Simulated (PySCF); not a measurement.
Species: InMe2F, C2H6FIn.
Bonds: In1–C2, In1–C6, In1–F10. Hydrogens: H3, H4, H5 on C2; H7, H8, H9 on C6.

Computed with PBE0-D3(BJ)/def2-SVP geometry optimisation, gas phase, def2 core potentials past Kr in PySCF 2.14.0.

(1) List the bond lengths and angles at this level.

Answers

(1) 
```tsv
bond	length (bohr)
In1–C2, In1–C6	4.054
In1–F10	3.749
C2–H3 and 5 like bonds	2.077
```

Bonds in one row agree within 0.02 bohr and their mean is given. A selection of angles:
```tsv
angle	degrees
C2–In1–C6	140.5
C2–In1–F10	109.8
In1–C2–H3	109.8
In1–C2–H4	110.6
H3–C2–H4	108.4
H3–C2–H5	109.3
```

In1 (indium bonded to 2 C and F) is planar (angles 140.5°, 109.8° and 109.7°, sum 360.0°, 0.00 Å off the plane of its three neighbours). The 4 heavy atoms lie in one plane (0.001 Å rms).

PBE0-D3(BJ)/def2-SVP frequencies: not computed here.
